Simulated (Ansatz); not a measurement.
Consider the formal exchange of groups at the Si–In bond: `F[SiH2][InH2]` + `C=NO` → `O[SiH2]F` + `C=[N][InH2]`.

Calculated with Ansatz (gas phase, PBE0-D4/def2-TZVP geometries, no zero-point term in ΔE). CCSD(T)/CBS is the MP2 limit (def2-TZVPP, def2-QZVPP) plus CCSD(T) − MP2 in def2-TZVPP, frozen cores. This one scheme is used for every species. Elements past krypton have def2 core potentials. For In outer-core shells are correlated without core-valence functions, which leaves a few kJ/mol of doubt a bond. Each species was taken in one conformer, which may not be the lowest.

| species | CCSD(T)/CBS(def2) energy (Eh) |
| --- | --- |
| `F[SiH2][InH2]` | -581.11562 |
| `C=NO` | -169.65390 |
| `O[SiH2]F` | -465.96250 |
| `C=[N][InH2]` | -284.90922 |

(1) Work out ΔE.

Largest T1 diagnostic among the species: 0.015.

Results:

(1) ΔE = (-465.96250) + (-284.90922) − (-581.11562) − (-169.65390) = -0.10220 Eh = -64.1 kcal/mol.

From PBE to PBE0 (25 % exact exchange), in def2-TZVPP and without D4, ΔE moves by −3.8 kcal/mol. Leaving LDA and LC-ωPBE aside and taking each functional with its dispersion term where it has one, the values, not all of them listed here, spread over 11.3 kcal/mol, from BHLYP-D4 to PBE-D4.
